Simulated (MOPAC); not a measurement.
Job for MOPAC: PM3 on AlGa, 2S+1 = 3, a spin state set in the input, which need not be the lowest, a point of a bond scan (R = 2.601 Å).

```
PM3 1SCF PRECISE CHARGE=0 UHF MS=1 THREADS=1
AlGa

Al     0.00000000 1     0.00000000 1     0.00000000 1
Ga     0.00000000 1     0.00000000 1     2.60144700 1
```

Output:

```
*******************************************************************************
 **                                                                           **
 **                              MOPAC v23.2.5                                **
 **                                                                           **
 *******************************************************************************
 ** MOPAC's Digital Object Identifier: https://doi.org/10.5281/zenodo.6511958 **
 **                                                                           **
 ** Please cite the open-source release paper for use of this MOPAC version:  **
 ** J. E. Moussa and J. J. P. Stewart (2026)                                  **
 ** MOPAC: An open-source semiempirical molecular orbital program             **
 ** J. Open Source Softw., 11(119), 8025, https://doi.org/10.21105/joss.08025 **
 *******************************************************************************

                              PM3 CALCULATION RESULTS

 *******************************************************************************
 *  PM3        - The PM3 Hamiltonian to be used
 *  UHF        - UNRESTRICTED HARTREE-FOCK CALCULATION
 *
 *
 *
 *                 CHARGE ON SYSTEM = 0
 *
 *
 *
 *  MS=        - IN MECI, MAGNETIC COMPONENT OF SPIN =  1.0
 *  PRECISE    - TIGHTER CRITERIA TO BE USED
 *  1SCF       - DO 1 SCF AND THEN STOP
 *  THREADS=1  - MULTI-THREADING NOT USED
 *  T=         - A TIME OF 172800.0 SECONDS REQUESTED
 *  DUMP=N     - RESTART FILE WRITTEN EVERY 7200.0 SECONDS REQUESTED
 *******************************************************************************
PM3 1SCF PRECISE CHARGE=0 UHF MS=1 THREADS=1
 AlGa

   ATOM   CHEMICAL          X               Y               Z
  NUMBER   SYMBOL      (ANGSTROMS)     (ANGSTROMS)     (ANGSTROMS)

     1      Al          0.00000000  *   0.00000000  *   0.00000000  *
     2      Ga          0.00000000  *   0.00000000  *   2.60144700  *



          CARTESIAN COORDINATES

    NO.       ATOM           X           Y           Z

     1        Al          0.0000      0.0000      0.0000
     2        Ga          0.0000      0.0000      2.6014

 Al: (PM3): J. J. P. STEWART, J. COMP. CHEM. 10, 209 (1989).
 Ga: (PM3): J. J. P. STEWART, J. COMP. CHEM. 12, 320-341 (1991).

           Empirical Formula: Al Ga  =     2 atoms



      MOLECULAR POINT GROUP   :   C*v


          UHF CALCULATION, NO. OF ALPHA ELECTRONS =    4
                           NO. OF BETA  ELECTRONS =    2

 -------------------------------------------------------------------------------
 PM3 1SCF PRECISE CHARGE=0 UHF MS=1 THREADS=1
 AlGa



     1SCF WAS SPECIFIED, SO BFGS WAS NOT USED
     SCF FIELD WAS ACHIEVED


                              PM3 CALCULATION
                                                       MOPAC v23.2.5 Linux




          FINAL HEAT OF FORMATION =         51.83535 KCAL/MOL =     216.87912 KJ/MOL


          COSMO AREA              =        103.20 SQUARE ANGSTROMS
          COSMO VOLUME            =         90.91 CUBIC ANGSTROMS

          IONIZATION POTENTIAL    =          7.928760 EV
          ALPHA SOMO LUMO (EV)    =         -8.302 -1.797
          BETA  SOMO LUMO (EV)    =         -7.929 -2.029
          NO. OF ALPHA ELECTRONS  =          4
          NO. OF BETA  ELECTRONS  =          2
          MOLECULAR WEIGHT        =         96.7165         POINT GROUP:  C*v

          MOLECULAR DIMENSIONS (Angstroms)

            Atom       Atom       Distance
           Ga     2   Al     1     2.60145
           Ga     2   Al     1     0.00000
           Al     1   Ga     2     0.00000


          SCF CALCULATIONS        =          1





   ATOM   CHEMICAL          X               Y               Z
  NUMBER   SYMBOL      (ANGSTROMS)     (ANGSTROMS)     (ANGSTROMS)

     1      Al          0.00000000  *   0.00000000  *   0.00000000  *
     2      Ga          0.00000000  *   0.00000000  *   2.60144700  *

                             CARTESIAN COORDINATES

   1   Al        0.000000000     0.000000000     0.000000000
   2   Ga        0.000000000     0.000000000     2.601447000


           Empirical Formula: Al Ga  =     2 atoms



      MOLECULAR POINT GROUP   :   C*v


          ALPHA EIGENVALUES
 -17.03291  -8.64064  -8.30198  -8.30198  -1.79671  -1.79671  -1.78695   5.52096


           BETA EIGENVALUES
 -16.89583  -7.92876  -2.02861  -2.02861  -1.80179  -1.44195  -1.44195  12.82454


              NET ATOMIC CHARGES AND DIPOLE CONTRIBUTIONS

  ATOM NO.   TYPE          CHARGE      No. of ELECS.   s-Pop       p-Pop
    1         Al          -0.960347        3.9603     0.05409     3.90626
    2         Ga           0.960347        2.0397     1.99367     0.04598
 DIPOLE           X         Y         Z       TOTAL
 POINT-CHG.     0.000     0.000    12.000    12.000
 HYBRID        -0.000    -0.000    -1.541     1.541
 SUM           -0.000    -0.000    10.459    10.459


          ATOMIC ORBITAL ELECTRON POPULATIONS

     Atom    s        px        py        pz
    1 Al   0.05409   0.98819   0.98819   1.92987
    2 Ga   1.99367   0.01181   0.01181   0.02237


                    (SZ)    =    1.000000
                    (S**2)  =    2.077192


          ATOMIC ORBITAL SPIN POPULATIONS

    Atom   Total    s     px     py     pz
         Atomic
    1 Al  1.9695  0.048  0.988  0.988 -0.055
    2 Ga  0.0305 -0.001  0.012  0.012  0.008

 **********************
 *                    *
 * JOB ENDED NORMALLY *
 *                    *
 **********************




 == MOPAC DONE ==
```

The run finished.

Cost: around 0.010 core-seconds (rough).
